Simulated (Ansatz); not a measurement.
Reaction (formal exchange of groups at the Al–Cl bond): `C[S][Al]([Cl])[Cl]` + `CCCC` → `C[S][Al]([CH3])[Cl]` + `CCCCl`

Isolated molecules relaxed with PBE0-D4/def2-TZVP in Ansatz; ΔE leaves out vibrations. CCSD(T)/CBS adds triple-zeta CCSD(T) − MP2 to the extrapolated MP2 energy (def2 sets, frozen cores). DFT in def2-TZVPP. B3LYP here is the variant with VWN-RPA as its local correlation; programs differ in this. Each species was taken in one conformer, which may not be the lowest.

Task: Is it downhill or uphill in electronic energy at CCSD(T)/CBS, and by how much? (An estimate is asked.)

Result: The calculation gave: Uphill: ΔE = +164.7 kJ/mol.

Task: What do these levels give: revPBE-D4, BLYP-D4, B3LYP-D4, r2SCANh-D4, PBE-QIDH, r2SCANh, HF/def2-SVP, HF/def2-TZVPP, SCS-MP2/def2-TZVPP, CCSD(T)/def2-TZVPP, HF/def2-QZVPP, HF/CBS(def2)? (Best estimate.)

Result: Computed: revPBE-D4 153.7, BLYP-D4 153.4, B3LYP-D4 159.7, r2SCANh-D4 164.3, PBE-QIDH 166.8, r2SCANh 164.3, HF/def2-SVP 187.1, HF/def2-TZVPP 177.9, SCS-MP2/def2-TZVPP 167.5, CCSD(T)/def2-TZVPP 164.7, HF/def2-QZVPP 178.0, HF/CBS(def2) 178.0 kJ/mol.

Largest T1 diagnostic among the species: 0.010.

From r2SCAN to r2SCAN0 (25 % exact exchange), in def2-TZVPP and without D4, ΔE moves by +3.8 kJ/mol. Leaving LDA and LC-ωPBE aside and taking each functional with its dispersion term where it has one, the values, not all of them listed here, spread over 15.9 kJ/mol, from PBE-D4 to BHLYP-D4. At CCSD(T), def2-SVP lies +15.5 kJ/mol from the extrapolated value and def2-TZVPP −0.0 kJ/mol.
